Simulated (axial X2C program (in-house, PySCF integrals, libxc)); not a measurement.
**PtSi: cheaper levels and CCSD(T), with spin–orbit coupling**

Computed with an in-house relativistic program for diatomic molecules. Two-component (2c) means X2C with spin–orbit coupling and atomic mean-field two-electron Coulomb and Gaunt terms. Basis: Pt dyall-cv3z [13s14p9d6f4g], Si dyall-v3z [8s7p2d1f] (cores contracted in-house); Gaussian nuclei, density fitting, unrestricted open shells. Masses: Pt 194.965 u, Si 27.977 u.

State: Ω = 0 (closed shell); fragments Pt + Si.

```
level  Re (Å)  ωe (cm⁻¹)  De (eV)
 PBE0   2.072      553.9     4.81
   HF   2.076      540.8     1.34
 CCSD   2.070      566.2     4.60
  M06   2.100      515.5     4.58
```

Correlated methods: 14 electrons correlated (number of frozen shells: Pt 5 s, 4 p, 2 d, 1 f; Si 2 s, 1 p), 262 virtual spin orbitals or spinors in MP2, 90 natural virtuals in coupled cluster.

CCSD(T), same Hamiltonian and basis:

Re = 2.082 Å, ωe = 552.9 cm⁻¹; T1 = 0.042 (Lee–Taylor normalisation).

Problem. Give the differences from CCSD(T) in the columns below.

Solution. 

```csv
level,ΔRe (Å),Δωe (cm⁻¹)
PBE0,-0.010,1
HF,-0.006,-12
CCSD,-0.012,13
M06,0.018,-37
```

The state is one determinant whose occupation by symmetry is held fixed; it was picked as the lowest of a PBE0 search that is not exhaustive. The closed shell is kept restricted, so the energy runs too high when the bond is stretched far. Dissociation energies refer to the lowest single-determinant-based atoms at the same level and basis. De is not given where an atomic determinant may have missed its ground term or J level, or where the truncated virtual space spoils (T). CCSD and (T) use frozen natural virtuals with an MP2 correction for the truncation; (T) itself is uncorrected, so its De runs slightly low. In 2c an atomic determinant is not the ground J level, so De misses part of the atomic spin–orbit lowering. This holds for PBE0, CCSD, M06. Without a current term, density functionals place determinants with orbital angular momentum somewhat too high. The T1 diagnostic is large, a sign of multireference character.
